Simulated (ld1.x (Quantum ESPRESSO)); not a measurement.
# Reading a pseudo-wave (germanium)

Columns: radius, all-electron u(r) and pseudo u(r) of the 3d shell (level -29.55 eV) of germanium in the configuration [Ar] 3d10 4s2 4p2; LDA (PZ), scalar-relativistic, ultrasoft scheme, ld1.x (Quantum ESPRESSO) 7.5.

| r (bohr) | all-electron | pseudo |
| --- | --- | --- |
| 0.115 | 0.2214 | 0.0760 |
| 0.230 | 0.6912 | 0.4489 |
| 0.345 | 1.0177 | 0.9205 |
| 0.460 | 1.1428 | 1.1422 |
| 0.575 | 1.1314 | 1.1315 |
| 0.690 | 1.0500 | 1.0500 |
| 0.805 | 0.9408 | 0.9408 |
| 0.920 | 0.8258 | 0.8258 |
| 1.035 | 0.7156 | 0.7156 |
| 1.150 | 0.6151 | 0.6151 |
| 1.265 | 0.5258 | 0.5258 |
| 1.380 | 0.4478 | 0.4478 |
| 1.495 | 0.3804 | 0.3804 |
| 1.610 | 0.3226 | 0.3226 |
| 1.725 | 0.2731 | 0.2731 |
| 1.840 | 0.2310 | 0.2310 |
| 1.955 | 0.1953 | 0.1953 |
| 2.070 | 0.1650 | 0.1650 |
| 2.185 | 0.1393 | 0.1393 |
| 2.300 | 0.1176 | 0.1176 |
| 2.415 | 0.0992 | 0.0992 |
| 2.530 | 0.0837 | 0.0837 |
| 2.645 | 0.0706 | 0.0706 |
| 2.760 | 0.0596 | 0.0596 |
| 2.875 | 0.0502 | 0.0502 |
| 2.990 | 0.0424 | 0.0424 |

(1) How many radial nodes do the two functions have?

(2) At about which radius was the pseudo-wave matched?

(3) Where does each function peak?

(4) Is the pseudo-wave norm-conserving?

Answers

(1) The all-electron 3d function has n − l − 1 = 0; the pseudo-wave has 0.

(2) 0.60 bohr, where the columns begin to agree (steps of 0.12 bohr).

(3) Outermost all-electron maximum near 0.46 bohr, pseudo maximum near 0.46 bohr (to the table’s step).

(4) No, it belongs to an ultrasoft set: the norm inside the radius is not constrained, and the difference is carried by the augmentation charge.
